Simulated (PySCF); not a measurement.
The calculation used core-valence-separated Tamm–Dancoff BHandHLYP/aug-pcX-1 (pcseg-1 on H, def2-SVPD on Al) in PySCF, non-relativistic, gas phase, PBE0-D3(BJ)/def2-SVP geometry. Absolute energies from this functional tend to lie a few eV below measured edges; no shift was applied.

Main lines of an unknown, eV (oscillator strength): C K: 284.4 (0.010), 284.4 (0.010), 284.9 (0.005), 285.1 (0.010), 285.2 (0.007). Listed: the first five lines at most of each edge with a tenth or more of its strongest line's intensity; roots within 0.03 eV on the same or equivalent atoms are summed. Only the lowest roots were sought, and the top ones are left out.

Question: Which candidate gives them?
A. `C[C@H]1C[CH2][AlH][CH2]1`
B. `C=C[CH2][AlH][CH2]C`
C. `C=[CH][AlH][CH](C)C`

Answer: A. 

- `C[C@H]1C[CH2][AlH][CH2]1`: C K: 284.4 (0.010), 284.4 (0.010), 284.9 (0.005), 285.1 (0.010), 285.2 (0.007). First C line listed at 284.4 eV, hole on the ring CH2 carbon.
- `C=[CH][AlH][CH](C)C`: C K: 281.8 (0.047), 282.0 (0.064), 284.3 (0.015), 284.8 (0.017), 285.1 (0.008). First C line listed at 281.8 eV, hole on the alkene CH carbon (1s→π*).
- `C=C[CH2][AlH][CH2]C`: C K: 282.9 (0.067), 283.0 (0.050), 283.7 (0.020), 284.6 (0.007), 284.9 (0.012). First C line listed at 282.9 eV, hole on the alkene CH carbon (1s→π*).

One conformer each; other structures than these candidates weren't tested.
